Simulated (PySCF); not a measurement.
ORD: `CC(=O)[C@H]1[C@H](N)[C@@H]1F`, C5H8FNO

Cartesian coordinates in Å; atom numbers follow the order of the lines, from 1:
```xyz
16

C     2.511    0.010   -0.287
C     1.116   -0.166   -0.827
O     0.862   -0.240   -2.007
C     0.056   -0.226    0.206
C    -1.260    0.493   -0.081
N    -1.869    1.222    0.978
C    -1.206   -0.998   -0.117
F    -1.787   -1.679    0.912
H     2.760   -0.828    0.360
H     2.555    0.921    0.305
H     3.226    0.068   -1.103
H     0.374   -0.238    1.240
H    -1.312    0.995   -1.041
H    -2.768    1.597    0.699
H    -1.998    0.634    1.795
H    -1.266   -1.556   -1.042
```

Level of theory: TDDFT PBE0/def2-SVPD circular dichroism and optical rotation, one conformer, gas phase (PySCF 2.14.0). Geometry: GFN2-xTB.

The molecule is flexible and this is one conformer; a measurement averages over conformers. States above about 6.9 eV lie in this functional's continuum (it starts at minus the energy of the highest occupied orbital, well below the true ionisation energy for most functionals) and depend on the basis.

Stereocentres: C4 R, C5 S, C7 R.

Task: What is the specific rotation at 633, 589.3, 546, 436, 405, 365, 355 nm?

Result: [α] in deg dm⁻¹ (g/mL)⁻¹:
| λ (nm) | origin-invariant length gauge | modified velocity gauge | length gauge (centre of mass) | isotropic polarisability (au) |
| --- | --- | --- | --- | --- |
| 633 | -98.0 | -88.8 | -97.1 | 72.7 |
| 589.3 | -118.5 | -107.8 | -117.5 | 73.0 |
| 546 | -146.8 | -133.9 | -145.5 | 73.3 |
| 436 | -305.0 | -282.4 | -302.8 | 74.8 |
| 405 | -408.7 | -381.0 | -406.0 | 75.5 |
| 365 | -669.6 | -632.1 | -666.3 | 76.8 |
| 355 | -782.2 | -741.2 | -778.6 | 77.2 |

Task: And for the mirror image at 589.3 nm?

Result: +118.5 deg dm⁻¹ (g/mL)⁻¹ (origin-invariant length gauge): the same size and the opposite sign.

Task: What is the molar rotation [Φ] = [α]·M/100 of the geometry above at 589.3 nm?

Result: With M = 117.12 g/mol, -138.8 deg cm² dmol⁻¹ (origin-invariant length gauge).

The first excitation lies at 4.55 eV (273 nm) with R = -11.2 × 10⁻⁴⁰ esu² cm² (velocity form).
